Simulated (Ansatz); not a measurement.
`[SeH][SiH]1BC1` + `N=C=C(F)[SiH3]` → `N=C=C(F)[SeH]` + `[SiH3][SiH]1BC1`  (redistribution)

Isolated molecules relaxed with PBE0-D4/def2-TZVP in Ansatz; ΔE leaves out vibrations. CCSD(T)/CBS adds triple-zeta CCSD(T) − MP2 to the extrapolated MP2 energy (def2 sets, frozen cores). DFT in def2-TZVPP. B3LYP here is the variant with VWN-RPA as its local correlation; programs differ in this. For Se outer-core shells are correlated without core-valence functions, which leaves a few kJ/mol of doubt a bond. Scalar relativity is left out up to krypton. Each species was taken in one conformer, which may not be the lowest.

`[SeH][SiH]1BC1`:

```xyz
9

Se   -0.851   -2.294    0.949
Si   -0.308   -0.566   -0.414
B    -0.892    1.212   -0.171
C     0.568    1.280    0.037
H     0.249   -3.133    0.457
H     0.657   -1.052   -1.423
H    -1.781    1.767    0.386
H     1.333    0.920   -0.657
H     1.024    1.865    0.835
```

`N=C=C(F)[SiH3]`:

```xyz
9

N     1.330   -1.135   -1.722
C     0.428   -0.873   -0.947
C    -0.436   -0.601    0.006
F    -1.480   -1.451    0.209
Si   -0.300    0.912    1.077
H     1.222   -0.783   -2.673
H    -0.177    0.523    2.505
H    -1.501    1.771    0.917
H     0.915    1.635    0.627
```

`N=C=C(F)[SeH]`:

```xyz
7

N    -0.564   -1.774   -0.767
C    -0.417   -0.622   -0.401
C    -0.221    0.650   -0.147
F    -1.267    1.488   -0.002
Se    1.521    1.340   -0.064
H    -0.663   -2.469   -0.027
H     1.611    1.387    1.409
```

`[SiH3][SiH]1BC1`:

Cartesian coordinates in Å:
```
Si 0.448 -1.650 -0.932
Si 0.805 0.412 0.073
B -0.070 1.157 1.606
C -1.065 1.098 0.499
H -0.728 -2.283 -0.276
H 1.637 -2.525 -0.757
H 0.174 -1.513 -2.388
H 1.820 1.246 -0.631
H 0.151 1.948 2.463
H -1.497 0.162 0.140
H -1.676 1.949 0.203
```

| level | ΔE (kcal/mol) | difference from CCSD(T)/CBS |
| --- | --- | --- |
| PBE-D4 | 22.8 | -4.2 |
| B3LYP-D4 | 25.7 | -1.3 |
| ωB97X-V | 25.0 | -2.0 |
| ωB97M-V | 27.1 | 0.1 |
| B2PLYP | 26.8 | -0.2 |
| PBE | 23.1 | -3.9 |
| r2SCAN | 25.5 | -1.5 |
| B3LYP | 26.1 | -0.9 |
| HF/def2-TZVPP | 28.8 | 1.8 |
| MP2/def2-TZVPP | 27.5 | 0.5 |
| SCS-MP2/def2-TZVPP | 27.2 | 0.2 |
| CCSD/def2-TZVPP | 26.0 | -1.0 |
| HF/def2-QZVPP | 28.9 | 1.9 |
| MP2/def2-QZVPP | 28.3 | 1.3 |
| SCS-MP2/def2-QZVPP | 27.9 | 0.9 |
| HF/CBS(def2) | 28.9 | 1.9 |
| CCSD(T)/CBS | 27.0 | 0 |

Largest T1 diagnostic among the species: 0.015.

From PBE to PBE0 (25 % exact exchange), in def2-TZVPP and without D4, ΔE moves by +1.3 kcal/mol. In def2-TZVPP, CCSD(T) changes the Hartree–Fock value by −3.1 kcal/mol (the triples alone add −0.3 kcal/mol) and MP2 by −1.3 kcal/mol.
